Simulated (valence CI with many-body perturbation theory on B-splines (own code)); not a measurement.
## E1 transitions of Ir69+

Calculated by valence CI with perturbative core correlation (CI+MBPT): six valence electrons over a frozen Dirac-Fock core [He], radial functions for each j: 9 s, 9 p, 8 d, 6 f, 3 g, 1 h, with the one-electron correlation potential Σ1 (screened to all orders), the two-electron term Σ2, the three-electron term Σ3, Breit, model QED; selected single and double excitations, second order for the rest, scaled by the run's own slope (own B-spline code, finite nucleus).

The last digits are not significant, and no measured levels were compared; by estimate large intervals hold to a few tenths of a per cent, small ones and those within an open d or f shell to about a per cent. Among the levels kept, up to 2200 cm⁻¹ of a level comes from second order outside the variational space, and about a tenth of that is noise between levels of different J, which matters for small intervals.

Lines 101 to 150 of 208 in falling wavelength, among levels below 858.53 Ry, chosen from the strongest by gf and those to the six lowest levels. Wavelengths and rates use the calculated energies. Electric multipoles are in the length gauge with retardation, E1 and E2 with the static RPA response of the core. Weak lines are less certain than strong ones. Lines between different terms over intervals too small for the method are left out, as are lines whose strength nearly cancels. The highest levels of a list are the least certain.

Levels are named by their leading jj configuration (3d3/2^4 stands for four electrons in 3d with j = 3/2), which in mixed levels can hold well under half, so a name can repeat and another be missing. Letters in brackets count levels of one name in rising energy.

| λ vac (nm) | Upper | Lower | A (s⁻¹) | log gf | Branch % |
| --- | --- | --- | --- | --- | --- |
| 0.5743 | (2s 2p1/2^2 2p3/2^2 3p1/2) J=2 [b] | (2s^2 2p1/2^2 2p3/2 3p1/2) J=2 | 2.66e+13 | -0.18 | 6.0 |
| 0.5743 | (2s 2p1/2^2 2p3/2^2 3p1/2) J=0 | (2s^2 2p1/2^2 2p3/2 3p1/2) J=1 | 1.58e+13 | -1.11 | 82.5 |
| 0.5741 | (2s 2p1/2^2 2p3/2^2 3s) J=2 [b] | (2s^2 2p1/2^2 2p3/2 3s) J=1 | 3.93e+12 | -1.01 | 5.1 |
| 0.5739 | (2s 2p1/2^2 2p3/2^2 3p1/2) J=2 [b] | (2s^2 2p1/2^2 2p3/2 3p1/2) J=1 | 2.89e+12 | -1.15 | 0.7 |
| 0.5735 | (2s 2p1/2^2 2p3/2^2 3s) J=1 [b] | (2s^2 2p1/2^2 2p3/2 3s) J=2 | 4.16e+12 | -1.21 | 1.3 |
| 0.5718 | (2s 2p1/2 2p3/2^4) J=1 | (2s^2 2p1/2 2p3/2^3) J=1 | 4.88e+12 | -1.14 | 15.5 |
| 0.5716 | (2s 2p1/2^2 2p3/2^2 3s) J=2 [b] | (2s^2 2p1/2^2 2p3/2 3s) J=2 | 2.41e+13 | -0.23 | 31.4 |
| 0.5676 | (2s 2p1/2^2 2p3/2^2 3s) J=0 | (2s^2 2p1/2^2 2p3/2 3s) J=1 | 1.49e+13 | -1.14 | 9.9 |
| 0.5622 | (2s 2p1/2^2 2p3/2^3) J=1 | (2s^2 2p1/2^2 2p3/2^2) J=2 | 2.69e+13 | -0.42 | 73.8 |
| 0.3275 | (2s 2p1/2 2p3/2^4) J=1 | (2s^2 2p1/2^2 2p3/2^2) J=0 | 8.06e+08 | -5.41 | 0.0 |
| 0.3219 | (2s 2p1/2 2p3/2^4) J=1 | (2s^2 2p1/2^2 2p3/2^2) J=2 | 1.03e+11 | -3.32 | 0.3 |
| 0.1699 | (2s^2 2p1/2^2 2p3/2 3p1/2) J=1 | (2s 2p1/2^2 2p3/2^3) J=1 | 7.16e+09 | -5.03 | 0.4 |
| 0.1699 | (2s^2 2p1/2^2 2p3/2 3p1/2) J=2 | (2s 2p1/2^2 2p3/2^3) J=1 | 3.99e+10 | -4.06 | 1.3 |
| 0.1679 | (2s^2 2p1/2^2 2p3/2 3p1/2) J=1 | (2s 2p1/2^2 2p3/2^3) J=2 | 6.39e+10 | -4.09 | 3.4 |
| 0.1679 | (2s^2 2p1/2^2 2p3/2 3p1/2) J=2 | (2s 2p1/2^2 2p3/2^3) J=2 | 5.83e+09 | -4.91 | 0.2 |
| 0.1617 | (2s^2 2p1/2^2 2p3/2 3s) J=2 | (2s^2 2p1/2 2p3/2^3) J=2 | 8.46e+09 | -4.78 | 0.0 |
| 0.1615 | (2s^2 2p1/2^2 2p3/2 3s) J=1 | (2s^2 2p1/2 2p3/2^3) J=2 | 4.33e+09 | -5.29 | 0.0 |
| 0.1613 | (2s^2 2p1/2^2 2p3/2 3s) J=2 | (2s^2 2p1/2 2p3/2^3) J=1 | 1.84e+09 | -5.45 | 0.0 |
| 0.1611 | (2s^2 2p1/2^2 2p3/2 3s) J=1 | (2s^2 2p1/2 2p3/2^3) J=1 | 1.36e+10 | -4.80 | 0.0 |
| 0.1594 | (2s^2 2p1/2^2 2p3/2 3p3/2) J=1 | (2s 2p1/2^2 2p3/2^3) J=1 | 1.18e+10 | -4.87 | 0.3 |
| 0.1588 | (2s^2 2p1/2^2 2p3/2 3p3/2) J=2 | (2s 2p1/2^2 2p3/2^3) J=1 | 4.87e+09 | -5.04 | 0.1 |
| 0.1582 | (2s^2 2p1/2^2 2p3/2 3p3/2) J=0 | (2s 2p1/2^2 2p3/2^3) J=1 | 4.59e+11 | -3.76 | 6.8 |
| 0.1576 | (2s^2 2p1/2^2 2p3/2 3p3/2) J=3 | (2s 2p1/2^2 2p3/2^3) J=2 | 5.04e+10 | -3.88 | 1.4 |
| 0.1576 | (2s^2 2p1/2^2 2p3/2 3p3/2) J=1 | (2s 2p1/2^2 2p3/2^3) J=2 | 1.14e+11 | -3.89 | 3.2 |
| 0.1570 | (2s^2 2p1/2^2 2p3/2 3p3/2) J=2 | (2s 2p1/2^2 2p3/2^3) J=2 | 7.10e+10 | -3.88 | 2.1 |
| 0.1475 | (2s^2 2p1/2^2 2p3/2 3d3/2) J=2 | (2s^2 2p1/2 2p3/2^3) J=2 | 2.93e+10 | -4.32 | 0.0 |
| 0.1473 | (2s^2 2p1/2^2 2p3/2 3d3/2) J=3 | (2s^2 2p1/2 2p3/2^3) J=2 | 6.11e+09 | -4.86 | 0.0 |
| 0.1472 | (2s^2 2p1/2^2 2p3/2 3d3/2) J=1 | (2s^2 2p1/2 2p3/2^3) J=2 | 6.68e+10 | -4.19 | 0.0 |
| 0.1471 | (2s^2 2p1/2^2 2p3/2 3d3/2) J=2 | (2s^2 2p1/2 2p3/2^3) J=1 | 1.06e+11 | -3.76 | 0.1 |
| 0.1469 | (2s^2 2p1/2^2 2p3/2 3d3/2) J=1 | (2s^2 2p1/2 2p3/2^3) J=1 | 2.15e+09 | -5.68 | 0.0 |
| 0.1468 | (2s^2 2p1/2^2 2p3/2 3d3/2) J=0 | (2s^2 2p1/2 2p3/2^3) J=1 | 5.03e+10 | -4.79 | 3.0 |
| 0.1452 | (2s^2 2p1/2^2 2p3/2 3d5/2) J=2 | (2s^2 2p1/2 2p3/2^3) J=2 | 4.76e+09 | -5.12 | 0.0 |
| 0.1449 | (2s^2 2p1/2^2 2p3/2 3d5/2) J=3 | (2s^2 2p1/2 2p3/2^3) J=2 | 6.61e+09 | -4.84 | 0.0 |
| 0.1448 | (2s^2 2p1/2^2 2p3/2 3d5/2) J=2 | (2s^2 2p1/2 2p3/2^3) J=1 | 1.48e+09 | -5.63 | 0.0 |
| 0.1446 | (2s^2 2p1/2^2 2p3/2 3d5/2) J=1 | (2s^2 2p1/2 2p3/2^3) J=2 | 6.74e+09 | -5.20 | 0.0 |
| 0.1443 | (2s^2 2p1/2^2 2p3/2 3d5/2) J=1 | (2s^2 2p1/2 2p3/2^3) J=1 | 1.86e+10 | -4.76 | 0.0 |
| 0.1384 | (2s^2 2p1/2 2p3/2^2 3p1/2) J=1 [a] | (2s 2p1/2^2 2p3/2^3) J=1 | 1.32e+11 | -3.94 | 13.4 |
| 0.1383 | (2s^2 2p1/2 2p3/2^2 3p1/2) J=2 [a] | (2s 2p1/2^2 2p3/2^3) J=1 | 5.74e+09 | -5.09 | 0.3 |
| 0.1374 | (2s^2 2p1/2 2p3/2^2 3p1/2) J=2 [b] | (2s 2p1/2^2 2p3/2^3) J=1 | 6.65e+11 | -3.03 | 19.6 |
| 0.1372 | (2s^2 2p1/2 2p3/2^2 3p1/2) J=1 [b] | (2s 2p1/2^2 2p3/2^3) J=1 | 7.19e+10 | -4.22 | 3.5 |
| 0.1370 | (2s^2 2p1/2 2p3/2^2 3p1/2) J=1 [a] | (2s 2p1/2^2 2p3/2^3) J=2 | 9.15e+09 | -5.11 | 0.9 |
| 0.1369 | (2s^2 2p1/2 2p3/2^2 3p1/2) J=2 [a] | (2s 2p1/2^2 2p3/2^3) J=2 | 5.18e+10 | -4.14 | 2.9 |
| 0.1367 | (2s^2 2p1/2 2p3/2^2 3p1/2) J=3 | (2s 2p1/2^2 2p3/2^3) J=2 | 1.01e+11 | -3.70 | 4.1 |
| 0.1364 | (2s^2 2p1/2 2p3/2^2 3p1/2) J=0 | (2s 2p1/2^2 2p3/2^3) J=1 | 1.19e+12 | -3.48 | 35.9 |
| 0.1360 | (2s^2 2p1/2 2p3/2^2 3p1/2) J=2 [b] | (2s 2p1/2^2 2p3/2^3) J=2 | 1.11e+12 | -2.81 | 32.8 |
| 0.1358 | (2s^2 2p1/2 2p3/2^2 3p1/2) J=1 [b] | (2s 2p1/2^2 2p3/2^3) J=2 | 5.28e+10 | -4.36 | 2.6 |
| 0.1343 | (2s 2p1/2^2 2p3/2^2 3s) J=2 [a] | (2s 2p1/2^2 2p3/2^3) J=1 | 2.66e+13 | -1.44 | 9.4 |
| 0.1334 | (2s 2p1/2^2 2p3/2^2 3s) J=3 | (2s 2p1/2^2 2p3/2^3) J=2 | 4.57e+13 | -1.07 | 91.0 |
| 0.1331 | (2s^2 2p1/2^2 2p3/2 3s) J=1 | (2s^2 2p1/2^2 2p3/2^2) J=0 | 9.37e+13 | -1.13 | 28.9 |
| 0.1330 | (2s 2p1/2^2 2p3/2^2 3s) J=1 [a] | (2s 2p1/2^2 2p3/2^3) J=1 | 2.84e+13 | -1.65 | 18.2 |

Task: How does gf follow from A for the line at 0.5739 nm?

Result: gf = 1.4992 × (2J+1)_upper × A / σ², with σ = 17423770 cm⁻¹ and 2J+1 = 5: gf = 0.0712.
